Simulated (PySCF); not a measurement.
Ground-state electric properties of a mixed set of molecules.

All values: CAM-B3LYP/def2-SVPD (PySCF) at PBE0-D3(BJ)/def2-SVP geometries, gas phase, one conformer each. Core orbitals are frozen in the response; Δα² is half the sum of the squared differences of the principal polarisabilities. Atoms past krypton carry effective core potentials. The calculation is non-relativistic apart from the core potentials, for selenium too.

Question: Rank by HOMO–LUMO gap, lowest first.
A. `O=S(=O)(O)C(F)(F)F`
B. `[Se](C)(C)(Cl)Cl`
C. `[CH3][Cd][CH3]`
D. `FC(F)(F)C1=CC=CC=C1`
E. `CC(C)(C)[NH+]1[BH2-][NH2+][BH2-]1`

Answer: B (8.01 eV), C (8.85 eV), D (9.12 eV), E (10.03 eV), A (11.79 eV).

Question: Rank by polarisability anisotropy Δα, highest first.
A. `[CH3:1][C:2]([CH3:3])([CH3:4])[NH+:5]1[BH2-:6][NH2+:7][BH2-:8]1` with C2–N5–B6–N7 115°, N5–B6–N7–B8 10°, B6–N7–B8–N5 -10°, C2–N5–B8–N7 -116°
B. CdMe2 (`[CH3][Cd][CH3]`)
C. In(NH2)3 (`[NH2][In]([NH2])[NH2]`)
D. SeCl2Me2 (`C[Se](Cl)(Cl)C`)
E. `FC(F)(F)c1ccccc1` (benzotrifluoride)
F. `[O:1]=[S:2](=[O:3])([OH:4])[C:5]([F:6])([F:7])[F:8]` with O1–S2–O4–H 19°

Answer: D (9.63 Å³), E (6.25 Å³), B (5.27 Å³), C (2.39 Å³), A (1.64 Å³), F (0.41 Å³).

Question: Rank by vertical ionisation energy (ΔSCF), lowest first.
A. In(NH2)3, `[NH2][In]([NH2])[NH2]`
B. CF3SO3H, `O=S(=O)(O)C(F)(F)F`
C. benzotrifluoride, `FC(F)(F)c1ccccc1`

Answer: A (9.13 eV), C (9.84 eV), B (12.69 eV).

All values together:

```
                           SMILES    formula  μ (D)  HOMO (eV)  LUMO (eV)  α (Å³)  Δα (Å³)  electrons  α per electron (Å³)  ΔSCF removal energy (eV)
            [NH2][In]([NH2])[NH2]     H6InN3   2.89      -8.31      -0.36    9.20     2.39         76                0.121                      9.13
               O=S(=O)(O)C(F)(F)F    CHF3O3S   2.78     -11.65       0.14    6.96     0.41         74                0.094                     12.69
CC(C)(C)[NH+]1[BH2-][NH2+][BH2-]1  C4H16B2N2   0.98      -9.11       0.92   13.96     1.64         64                0.218                      9.77
                 FC(F)(F)c1ccccc1     C7H5F3   2.90      -9.09       0.02   11.94     6.25         74                0.161                      9.84
                   [CH3][Cd][CH3]     C2H6Cd   0.00      -8.19       0.66    8.81     5.27         66                0.133                         –
                   C[Se](C)(Cl)Cl  C2H6Cl2Se   2.36      -9.09      -1.08   14.38     9.63         86                0.167                         –
```

Conformers: `[NH2][In]([NH2])[NH2]`; `[O:1]=[S:2](=[O:3])([OH:4])[C:5]([F:6])([F:7])[F:8]` with O1–S2–O4–H 19°; `[CH3:1][C:2]([CH3:3])([CH3:4])[NH+:5]1[BH2-:6][NH2+:7][BH2-:8]1` with C2–N5–B6–N7 115°, N5–B6–N7–B8 10°, B6–N7–B8–N5 -10°, C2–N5–B8–N7 -116°.

A dash marks a removal energy that wasn't run or isn't settled.

Q: How closely does the mean polarisability follow the number of electrons in this set?

A: The correlation coefficient is 0.21; α per electron runs from 0.094 to 0.218 Å³.
